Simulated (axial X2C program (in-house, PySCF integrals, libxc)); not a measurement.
**Bond lengths and stretching modes, held linear, of BrTiBr⁻**

Calculated with an axial X2C code built on PySCF integrals: two-component X2C with atomic mean-field Coulomb and Gaunt terms, Gaussian nuclei, basis Br dyall-av3z, Ti dyall-v3z with contracted cores. Spin-free rows use the one-electron spin-free X2C Hamiltonian.

Masses Br 78.918, Ti 47.948, Br 78.918 u. States: 2c Ω = 3/2 (beyond evenly filled blocks: ω = 1/2, ω = -3/2, ω = 5/2); spin-free M_S = 3/2, Λ = 0 (beyond evenly filled blocks: σα, δ+α, δ-α).

PBE0, 2c: energies above the lowest point

```tsv
r(Br–Ti) (Å)	r(Ti–Br) (Å)	E (meV)
2.4502	2.4502	27.54
2.4502	2.5130	12.59
2.4502	2.5758	24.05
2.5130	2.4502	12.59
2.5130	2.5130	0.00
2.5130	2.5758	13.67
2.5130	2.6387	47.41
2.5758	2.4502	24.05
2.5758	2.5130	13.67
2.5758	2.5758	29.39
2.6387	2.5130	47.41
2.6387	2.6387	102.56
```

**Question.** Fit a quadratic surface with cubic terms in each bond: where is the minimum, and what are the two stretching wavenumbers?

**Answer.** At PBE0, 2c: bonds 2.510 and 2.510 Å; harmonic stretches 158.0 and 302.7 cm⁻¹; force constants 1.08, 1.08 and coupling 0.08 mdyn/Å.

The other levels and Hamiltonians give:

```csv
Hamiltonian,level,r(Br–Ti) (Å),r(Ti–Br) (Å),lower stretch (cm⁻¹),upper stretch (cm⁻¹)
2c,HF,2.602,2.602,146.4,279.0
2c,PBE,2.500,2.500,157.6,300.6
2c,MP2,2.489,2.489,162.7,314.3
spin-free,PBE0,2.509,2.509,158.1,302.9
spin-free,HF,2.601,2.601,146.6,279.4
spin-free,PBE,2.499,2.499,157.8,300.9
spin-free,MP2,2.489,2.489,162.9,314.5
```

Each state is one determinant, the lowest of a limited PBE0 search; the stretches come from a fit to these few points and carry an uncertainty of a few per cent. Other orders of the atoms were not compared. MP2 freezes inner shells (threshold -2 hartree). For an anion the highest level of a functional can be positive, and the basis then holds the extra electron. The molecule was held linear; bending was not examined, so a bent shape may lie lower. Note: several unpaired electrons, one determinant need not be a pure state.
